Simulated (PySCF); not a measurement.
C₅H₄F₂O, SMILES C#C[C@@H]1COC1(F)F.

Coordinates come from a PBE-D3(BJ)/def2-SVP optimisation. The structure was generated by enumeration; whether it is a known compound was not checked.

Level of theory: PBE-D3(BJ)/def2-SVP (PySCF).

Frequencies are harmonic and unscaled.

### Question
Give all harmonic wavenumbers and intensities. (An estimate is asked for; the answer gives what the named calculation found.)

### Answer

```csv
mode,ν (cm⁻¹),IR (km/mol),moving atoms (share of kinetic energy)
1,76,0.9,"C 33 %, F 30 %, O 21 %, H 15 %"
2,129,1.2,"C 54 %, F 33 %, H 12 %"
3,188,1.1,"C 50 %, H 24 %, F 22 %"
4,294,1.7,"C 44 %, F 40 %, O 8 %"
5,378,1.9,"C 62 %, F 28 %"
6,455,4.7,"F 41 %, C 39 %, O 14 %"
7,489,5.7,"F 43 %, C 30 %, O 22 %"
8,517,7.1,"C 50 %, F 27 %, H 14 %, O 9 %"
9,623,6.5,"C 47 %, O 28 %, F 18 %"
10,648,35.5,"H 78 %, C 21 %"
11,661,34.3,"H 79 %, C 21 %"
12,695,5.9,"F 53 %, C 29 %, H 12 %"
13,790,6.1,"C 44 %, F 25 %, H 23 %"
14,890,13.2,"H 41 %, C 40 %, O 13 %"
15,977,79.5,"C 49 %, O 38 %, H 12 %"
16,1027,45.2,"C 66 %, H 22 %, O 9 %"
17,1075,7.0,"H 49 %, C 46 %"
18,1101,63.5,"H 46 %, C 43 %"
19,1110,110.9,"C 60 %, H 24 %, O 16 %"
20,1125,15.9,"H 83 %, C 11 %"
21,1204,134.5,"C 56 %, H 34 %, F 9 %"
22,1230,267.6,"C 75 %, H 13 %, F 11 %"
23,1288,56.3,"H 56 %, C 36 %"
24,1332,42.2,"C 60 %, H 37 %"
25,1451,9.4,"H 89 %, C 10 %"
26,2176,1.5,"C 91 %, H 9 %"
27,2997,29.0,H 95 %
28,3021,2.2,H 92 %
29,3068,15.4,"H 89 %, C 11 %"
30,3407,77.3,"H 86 %, C 14 %"
```
